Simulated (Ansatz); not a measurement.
`C[CH]1C=[N][GaH]1`, relaxed with RKS PBE0-D4/def2-TZVP in the Gaussian-basis code of Ansatz from a PBE-D4/def2-SVP geometry. The force threshold is 0.005 eV/Å; the program also tests the step.

Charge 0, multiplicity 1.

Start:

```xyz
11

C     0.958   -0.153   -1.107
C     0.256    0.398    0.130
C    -0.068   -0.568    1.272
N    -1.246   -0.535    1.810
Ga   -1.758    0.667    0.352
H     1.987   -0.509   -0.878
H     0.410   -1.009   -1.554
H     1.053    0.625   -1.892
H     0.821    1.265    0.542
H     0.712   -1.294    1.628
H    -3.126    1.114   -0.302
```

```tsv
step	energy (eV)	largest force (eV/Å)	largest move (Å)
1	-57064.6446	0.892	0.000
2	-57064.6939	0.275	0.031
3	-57064.6994	0.045	0.019
4	-57064.6998	0.034	0.011
5	-57064.7003	0.048	0.021
6	-57064.7006	0.067	0.030
7	-57064.7009	0.044	0.006
8	-57064.7010	0.010	0.009
9	-57064.7010	0.005	0.004
```

End:

```xyz
11

C     0.944   -0.156   -1.094
C     0.249    0.408    0.131
C    -0.055   -0.567    1.257
N    -1.248   -0.612    1.716
Ga   -1.747    0.626    0.322
H     1.954   -0.511   -0.858
H     0.398   -1.001   -1.523
H     1.042    0.602   -1.874
H     0.812    1.262    0.524
H     0.739   -1.219    1.660
H    -3.090    1.170   -0.259
```

Hardware: 4 threads of an Arm Neoverse N1 on a shared host. Wall time 65 s, peak host memory 0.6 GiB.
